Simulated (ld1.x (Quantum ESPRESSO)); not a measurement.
# Configuration tests for tin (PAW)

Sn, PAW, made with ld1.x (Quantum ESPRESSO) 7.5 (LDA (PZ), fully relativistic). Core [Kr], reference 4d10 5s2 5p1 (charge +1). Waves: 5s (bound): rcut 1.75, rcutus 2.00 bohr; 5s channel at -0.2 Ry: rcut 1.75, rcutus 2.00 bohr; 5p (bound): rcut 1.60, rcutus 2.20 bohr; 5p channel at 1.75 Ry: rcut 1.60, rcutus 2.20 bohr; 4d (bound): rcut 1.65, rcutus 1.75 bohr; 4d channel at -0.85 Ry: rcut 1.65, rcutus 1.75 bohr. Local part: all-electron potential smoothed inside 1.90 bohr (lloc = -1). Core correction: a·sin(br)/r model core, default radius (core density twice the valence density). Augmentation charge: PSQ, radius 1.70 bohr.

Open shells are filled in proportion to 2j + 1 (rel_dist='average').

Energies are relative to the spin-unpolarised reference configuration 4d10 5s2 5p1; without spin polarisation the order of configurations can differ from experiment.

| valence configuration | charge | ΔE all-electron (eV) | error AE − PS (meV) |
| --- | --- | --- | --- |
| 4d10 5s2 5p2 | 0 | -7.112 | +0.1 |
| 4d10 5s2 5p0 | +2 | 14.283 | -0.3 |
| 4d10 5s1 5p0 | +3 | 45.732 | -5.5 |
| 4d10 5s0 5p0 | +4 | 87.289 | -24 |
| 4d9 5s2 5p3 | 0 | 17.205 | -78 |

Q: What are ΔE and the potential's error for 4d10 5s2 5p1.5?

A: ΔE = -4.389 eV all-electron; the error (AE − PS) is 0.0 meV.

Q: What are ΔE and the potential's error for 4d10 5s0 5p4?

A: ΔE = 7.247 eV all-electron; the error (AE − PS) is -0.9 meV.

The ghost test of this file was not conclusive.
